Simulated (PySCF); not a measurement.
# Potential energy of AsPb along the bond

Set-up: As cc-pVDZ-PP with ECP10, Pb cc-pVDZ-PP with ECP60; scalar-relativistic core potentials (PySCF 2.14). Energies in eV from As + Pb in their ground configurations at the same level. State: ²Π (doublet), unpaired electrons π ↑.

```csv
R (Å),PBE,r²SCAN
2.182,-1.341,-1.129
2.283,-2.058,-1.808
2.385,-2.461,-2.174
2.461,-2.614,-2.300
2.537,-2.673,-2.335
2.613,-2.660,-2.302
2.715,-2.561,-2.192
2.841,-2.354,-1.998
2.994,-2.054,-1.732
3.197,-1.654,-1.374
```

Put a parabola through the three lowest points of the PBE curve and estimate Re, k and ωe (reduced mass 55.08 u; 1 eV/Å² = 0.16022 mdyn/Å; ωe = 1302.8·√(k/μ) cm⁻¹).

Through R = 2.461, 2.537, 2.613 Å the second-order coefficient is 6.23 eV/Å², so Re ≈ 2.561 Å, k ≈ 2.00 mdyn/Å and ωe ≈ 248 cm⁻¹. A polynomial fit of higher order to the unrounded PBE energies gives Re = 2.558 Å, k = 1.83 mdyn/Å, ωe = 237 cm⁻¹; anharmonicity and rounding make the difference.

The higher-order fit for each curve: PBE: Re = 2.558 Å, ωe = 237 cm⁻¹, De = 2.68 eV; r²SCAN: Re = 2.534 Å, ωe = 239 cm⁻¹, De = 2.33 eV.

⟨S²⟩ of the unrestricted solution departs from its pure value on part of the curve, where spin states mix. Spin–orbit coupling is left out, which matters for elements this heavy, above all for dissociation energies. The state is the lowest determinant that a PBE0 search found; another state may lie lower at other levels.
